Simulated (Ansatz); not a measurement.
Series CrX2: BHLYP-D4/def2-TZVP single points in Ansatz on relaxed structures, gas phase. HOMO and LUMO are taken over both spins. Binding counts from free atoms in the multiplicity of their measured ground term, without zero-point energy. Singlets are spin-restricted. Names give formal oxidation states. The structures are stationary points that may keep the symmetry of their start. Remarks come from the PBE and PBE0 runs and from stability tests at other levels; not every state was tested. HOMO above LUMO (over both spins in singlets and doublets, within one spin in higher multiplets; at PBE or PBE0), or a gap under 0.15 eV within one spin, warns that the state may not be the lowest or that an electron is smeared out.

| species | atoms | state | geometry | HOMO (eV) | LUMO (eV) | gap (eV) | binding per atom (eV) | point group (within 0.1 Å) | remarks |
| --- | --- | --- | --- | --- | --- | --- | --- | --- | --- |
| CrBr2 | 3 | quintet | PBE-D4/def2-TZVP | -8.93 | -3.20 | 5.73 | 2.20 | D∞h | near-degenerate levels, gap within one spin near zero, spin-contaminated (⟨S²⟩ up to 6.12) |
| CrCl2 | 3 | quintet | PBE-D4/def2-TZVP | -9.29 | -3.04 | 6.24 | 2.49 | D∞h | near-degenerate levels, gap within one spin near zero |
| CrF2 | 3 | quintet | B3LYP-D4/def2-TZVP | -9.16 | -1.86 | 7.30 | 3.08 | C2v | – |
| Cr(NH2)2 (CrN2H4) | 7 | quintet | PBE0-D4/def2-TZVP | -7.28 | -0.69 | 6.59 | 3.02 | Cs | – |
| CrMe2 (C2H6Cr) | 9 | quintet | PBE-D4/def2-TZVP | -7.19 | -0.90 | 6.29 | 3.33 | C2v | – |

The gap (eV) runs from 5.73 (CrBr2) to 7.30 (CrF2).
